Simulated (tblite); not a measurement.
Compound: C8H13OP.
Atom-mapped SMILES: `[CH:1]#[C:2][P@@:3](=[O:4])([CH:5]=[CH2:6])[C:7]([CH3:8])([CH3:9])[CH3:10]` (hydrogens: H11 on C1; H12 on C5; H13, H14 on C6; H15, H16, H17 on C8; H18, H19, H20 on C9; H21, H22, H23 on C10)

Structure used (GFN2-xTB), in Å, numbered top down from 1:
```xyz
23
C8H13OP angstrom
C      1.852    2.721   -0.539
C      1.418    1.601   -0.534
P      0.837   -0.081   -0.614
O      1.026   -0.719   -1.919
C      1.767   -0.856    0.738
C      2.393   -1.995    0.500
C     -0.940    0.050   -0.077
C     -1.058    0.704    1.293
C     -1.481   -1.374   -0.067
C     -1.633    0.886   -1.147
H      2.222    3.706   -0.532
H      1.801   -0.354    1.694
H      2.334   -2.441   -0.481
H      2.977   -2.515    1.243
H     -0.516    1.648    1.313
H     -2.104    0.902    1.520
H     -0.658    0.055    2.070
H     -1.329   -1.833   -1.043
H     -2.546   -1.382    0.160
H     -0.962   -1.977    0.679
H     -2.708    0.921   -0.973
H     -1.246    1.905   -1.145
H     -1.452    0.455   -2.130
```

Computed values, GFN2-xTB/tblite, gas phase, harmonic and unscaled. The method is semi-empirical: single wavenumbers can be off by several per cent or more. One conformer, not necessarily the lowest.

Harmonic wavenumbers (cm⁻¹): 48.8, 64.4, 94.1, 109.9, 160.5, 182.7, 197.5, 214.5, 215.8, 230.9, 256.6, 289.0, 297.8, 333.9, 383.8, 400.1, 408.1, 448.2, 548.8, 613.0, 663.6, 667.3, 707.4, 736.6, 857.5, 910.3, 963.0, 969.4, 971.8, 974.5, 1015.5, 1021.1, 1029.9, 1207.2, 1225.3, 1237.1, 1246.2, 1267.1, 1379.3, 1401.1, 1403.0, 1422.6, 1478.6, 1485.3, 1488.3, 1492.6, 1499.9, 1504.0, 1660.6, 2205.6, 3000.9, 3008.2, 3010.7, 3011.5, 3016.0, 3020.2, 3021.0, 3024.5, 3028.4, 3065.3, 3079.3, 3108.9, 3361.6.

A = 1281, B = 1143, C = 864.7 MHz; mass 156.070 u (most abundant isotopes); point group C1, symmetry number 1.

What is the zero-point energy?

Half the sum of the wavenumbers: 40673 cm⁻¹ = 116.29 kcal/mol.

What is S at 298.15 K and 1 bar for an ideal gas of classical rigid rotors and harmonic oscillators?

Translation 41.07, rotation 29.92, vibration 42.00: S = 113.0 cal/(mol K).

And Cp and H(298.15 K) − H(0)?

Cp = 50.46 cal/(mol K), of which vibrations give 42.51 (their classical limit is 63 R = 125.2); H(298.15 K) − H(0) = 9.09 kcal/mol without the zero-point energy, 6.72 from vibrations.

What must be added to the electronic energy to get the Gibbs energy at 298.15 K and 1 bar?

ZPE + [H(298.15 K) − H(0)] − T·S = 116.29 + 9.09 − 33.69 = 91.69 kcal/mol.

Which modes carry the vibrational entropy at 298.15 K?

48.8 cm⁻¹: 4.87; 64.4 cm⁻¹: 4.32; 94.1 cm⁻¹: 3.57; 109.9 cm⁻¹: 3.27; 160.5 cm⁻¹: 2.54; 182.7 cm⁻¹: 2.30 cal/(mol K); the other 57 give 21.13 together.

How do the functions run with temperature in this model?

```tsv
T (K)	S (cal/(mol K))	Cp (cal/(mol K))	H − H(0) (kcal/mol)	G − H(0) (kcal/mol)	ln q(vib)
100	73.7	24.3	1.50	-5.87	2.16
200	95.3	38.8	4.70	-14.36	5.99
300	113.3	50.7	9.18	-24.81	9.86
500	144.1	70.8	21.43	-50.64	17.17
800	182.1	90.7	45.90	-99.79	27.10
1000	203.4	99.7	64.99	-138.38	33.07
```

q(vib) and H(0) count from the zero-point level.

Blend soft modes into free rotors: weight 1/[1 + (100 cm⁻¹/ν̃)⁴] for the oscillator and the rest for a rotor with moment μB/(μ + B), μ = h/(8π²ν), B = 10⁻⁴⁴ kg m². What vibrational entropy results?

39.34 cal/(mol K) in place of 42.00, which changes −T·S at 298.15 K by +0.79 kcal/mol.

Hindered rotation and anharmonicity are outside this model. Other conformers, if any are populated, would add a mixing term that is left out. The structure is chiral; the term R ln 2 for an equal mix with its mirror image is left out.

Time: 1.2 s of wall time. Hardware: one thread, Arm Neoverse V1 (aarch64), on a shared host. This covers the Hessian and the dipole derivatives.
